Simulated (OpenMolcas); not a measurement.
# N, P, As, Sb, Bi: ns2 np3 down the group

```yaml
Program: OpenMolcas 26.06
Method: SS-CASPT2, IPEA 0.25 Eh, imaginary shift 0.1 Eh
Basis: ANO-RCC-VTZP
Scalar_Hamiltonian: DKH2, point nucleus
Spin-orbit_coupling: RASSI with atomic mean-field integrals over the reference wave functions, term energies averaged over their components
```

Active space for each ion: 5 electrons in 8 orbitals (s p s p); closed shells correlated by CASPT2: N 1s; P 2s 2p; As 3d; Sb 4d; Bi 5d.

Computed levels in cm-1 above 4S* 3/2:

```json
{"Level": "2D* 3/2", "N": "20130", "P": "12470", "As": "11790", "Sb": "10300", "Bi": "10460"}
{"Level": "2D* 5/2", "N": "20130", "P": "12480", "As": "12050", "Sb": "11390", "Bi": "14670"}
{"Level": "2P* 1/2", "N": "29480", "P": "19520", "As": "19160", "Sb": "18650", "Bi": "21840"}
{"Level": "2P* 3/2", "N": "29490", "P": "19530", "As": "19450", "Sb": "20030", "Bi": "30220"}
{"Level": "weight of 4S* in the lowest level (%)", "N": "100", "P": "100", "As": "100", "Sb": "98", "Bi": "72"}
```

Mixed levels, with the weight of the term that names them: Bi 4S* 3/2 (72 %), Bi 2D* 3/2 (67 %), Bi 2P* 3/2 (69 %).

Measured, with the error of the calculation in %. Measured levels: N, P, As, Sb, Bi from NIST Handbook of Basic Atomic Spectroscopic Data.

```csv
Level,N,P,As,Sb,Bi
2D* 3/2,19233 (+4.7),11361 (+9.7),10593 (+11.3),8512 (+21.0),11419 (-8.4)
2D* 5/2,19224 (+4.7),11377 (+9.7),10915 (+10.4),9854 (+15.6),15438 (-5.0)
2P* 1/2,28839 (+2.2),18723 (+4.3),18186 (+5.3),16395 (+13.8),21661 (+0.8)
2P* 3/2,28839 (+2.2),18748 (+4.2),18648 (+4.3),18464 (+8.5),33165 (-8.9)
```

Without spin-orbit coupling 2D* lies 20130, 12480, 11970, 10970, 10280 cm-1 above 4S* in that order; the difference to the level 2D* 3/2, of either sign, comes from spin-orbit coupling, which also lowers the zero.

CASPT2 breaks the degeneracy within a term, and the mean is taken; among the terms shown or strongly mixed into the levels shown the widest spread is 170 cm-1 (6s2 6p3 2D*, Bi). Active for correlation alone: 3p 3s; no level in the range computed is led by a configuration that fills them, so any true level of that kind is missing (holds for N). Active for correlation alone: 4p 4s; no level in the range computed is led by a configuration that fills them, so any true level of that kind is missing (holds for P). Active for correlation alone: 5p 5s; no level in the range computed is led by a configuration that fills them, so any true level of that kind is missing (holds for As). Some high roots are left out of the spin-orbit mixing, which shifts the levels that they would mix with (holds for Sb). Active for correlation alone: 6p 6s; no level in the range computed is led by a configuration that fills them, so any true level of that kind is missing (holds for Sb). Some terms miss by over 15 % even with CASPT2, which points to a basis or an active space too small for the shells correlated (holds for Sb). Active for correlation alone: 7p 7s; no level in the range computed is led by a configuration that fills them, so any true level of that kind is missing (holds for Bi). Measured partners are found by configuration, term and J. A level has none where our copy of the source lacks it or the pairing is in doubt (some pairs that miss far off the trend of their configuration count as doubtful), and it then counts in no deviation. Levels of configurations outside the active space are missing.

* marks odd parity.
